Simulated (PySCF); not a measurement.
(E)-1-chloro-3,3-difluoroprop-1-ene (C3H3ClF2), SMILES FC(/C=C/Cl)F. Atoms are numbered in the order given.

```xyz
9

F     -1.9201    -1.5235     0.5897
C     -1.3441    -0.3046     0.8453
F     -2.0105     0.6428     0.1167
C      0.1128    -0.3469     0.4870
C      0.6560     0.5167    -0.3857
Cl     2.3269     0.5081    -0.8273
H     -1.5085    -0.0802     1.9269
H      0.7158    -1.1231     0.9834
H      0.0633     1.2993    -0.8829
```

The structure is a stationary point at PBE-D3(BJ)/def2-SVP. One conformer was computed; it need not be the lowest.

These are PBE/pcSseg-1 run with PySCF values and carry that method's errors.

GIAO shieldings, no solvent; atoms listed in one row are averaged. δ = σ(ref) − σ: ¹⁹F against CFCl3 (σ = 133.6 ppm); ¹³C against TMS (σ = 182.0 ppm); ³⁵Cl against HCl (σ = 936.5 ppm); ¹H against TMS (σ = 31.49 ppm), references at their B3LYP-D3(BJ)/def2-TZVP geometries, non-relativistic (without spin–orbit terms, shifts of atoms bonded to Cl or Br come out too high).

**Question.** Estimate the chemical shifts. (Estimate from the structure and the level; the computed values follow.)

**Answer.** 
| nucleus | atoms | count | δ (ppm) |
|---|---|---|---|
| ¹⁹F | F1 | 1 | -138.6 |
| ¹⁹F | F3 | 1 | -168.9 |
| ¹³C | C5 | 1 | 144.6 |
| ¹³C | C4 | 1 | 136.5 |
| ¹³C | C2 | 1 | 125.9 |
| ³⁵Cl | Cl6 | 1 | 257.2 |
| ¹H | H9 | 1 | 7.12 |
| ¹H | H7 | 1 | 7.06 |
| ¹H | H8 | 1 | 6.37 |
